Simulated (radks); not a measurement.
Values are calculated unless marked as measured or tabulated.
Problem. Species: neutral iridium. Configuration: [Xe] 4f14 5d6.5 6s2 6p0.5 (fractional occupations, a model configuration). Level of theory: Dirac Kohn-Sham, BLYP, spin-unpolarised, spherical densities, finite nucleus; open shells are shared between the two j in proportion to 2j + 1; Fermi nuclear charge, rms radius 5.4032 fm (a radial shooting solver on a logarithmic mesh with Libxc functionals).

Spin-orbit splittings of the eigenvalues, e(l+1/2) - e(l-1/2), with zeta = 2 splitting/(2l+1) and mean radii in bohr:

| shell | occ. | splitting (eV) | zeta (eV) | <r> j=l-1/2 | <r> j=l+1/2 |
|---|---|---|---|---|---|
| 2p | 6 | 1628 | 1085 | 0.06017 | 0.06848 |
| 3p | 6 | 356.4 | 237.6 | 0.1801 | 0.1954 |
| 3d | 10 | 77.04 | 30.82 | 0.1705 | 0.1751 |
| 4p | 6 | 84.34 | 56.23 | 0.4266 | 0.4604 |
| 4d | 10 | ? | ? | 0.4719 | 0.4832 |
| 4f | 14 | 3.120 | 0.8915 | 0.5314 | 0.5391 |
| 5p | 6 | 13.69 | 9.126 | 1.063 | 1.161 |
| 5d | 6.5 | 1.278 | 0.5112 | 1.639 | 1.710 |
| 6p | 0.5 | 0.6825 | 0.4550 | 3.950 | 4.574 |

Estimate the 4d splitting.

Solution. 15.65 eV (zeta = 6.262 eV).
